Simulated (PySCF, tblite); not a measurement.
Species: C5H11BF2Si.
Geometry (GFN2-xTB, Å), atoms numbered from 1 in this order:
```
atom  x, y, z in Å
C1    -1.7963    0.9872    0.1028
C2    -1.0591   -0.3478    0.2597
C3    -1.5965   -1.3674   -0.7425
C4     0.4204   -0.0725    0.1664
Si5    1.2294    0.7013    1.7059
C6     1.1292   -0.3278   -0.9471
B7     2.6207   -0.0256   -1.1266
F8     3.3901    0.5164   -0.1900
F9     3.2716   -0.2823   -2.2515
H10   -2.8675    0.8431    0.2240
H11   -1.6112    1.3986   -0.8873
H12   -1.4544    1.7045    0.8453
H13   -1.2584   -0.7285    1.2684
H14   -2.6323   -1.6008   -0.5048
H15   -1.0195   -2.2884   -0.7009
H16   -1.5659   -0.9779   -1.7574
H17    0.1745    0.7892    2.7255
H18    2.2805   -0.1808    2.2050
H19    1.7109    2.0465    1.3998
H20    0.6285   -0.7762   -1.7979
```

Jobs on this species (20 atoms, 78 electrons) with PySCF (density fitting) and tblite. Hardware of each: an AMD EPYC 9R45 with one thread, on a shared host. The host was shared with other jobs, so the times are rough.

| level and settings | work | basis functions | SCF cycles | wall time |
| --- | --- | --- | --- | --- |
| GFN2-xTB | L-BFGS relaxation | – | – | 0.58 s |
| GFN2-xTB | Hessian by finite differences | – | – | 0.5 s |
| PBE0/pcSseg-1 | shieldings, charges and field gradients, density and orbital grids written | 215 | ? | ? |

Task: Fill in the missing figures.

Result: 
- PBE0/pcSseg-1; shieldings, charges and field gradients, density and orbital grids written: 27 s, 14 SCF cycles

Task: What do all jobs in the table cost together?

Result: About 28 s; the longest takes about 96 % of that, and about 54 times as long as the shortest.
